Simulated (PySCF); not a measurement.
MgF, SMILES [F][Mg+], charge +1. Atoms are numbered in the order given.

```xyz
2

Mg     0.0000     0.0000    -0.7286
F      0.0000     0.0000     0.9715
```
Charge +1, spin multiplicity 1.

Coordinates come from a PBE0-D3(BJ)/def2-TZVPD optimisation. The spin state was assumed, not searched.

Computed with B3LYP/pcSseg-2 (PySCF).

GIAO shieldings, no solvent; atoms alike by connectivity are averaged. δ = σ(ref) − σ: ¹⁹F against CFCl3 (σ = 159.6 ppm), references at their B3LYP-D3(BJ)/def2-TZVP geometries, non-relativistic.

Estimate the chemical shifts. (The exact figures need the calculation; the answer reports its results.)


```csv
nucleus,atoms,count,δ (ppm)
¹⁹F,F2,1,-241.5
```
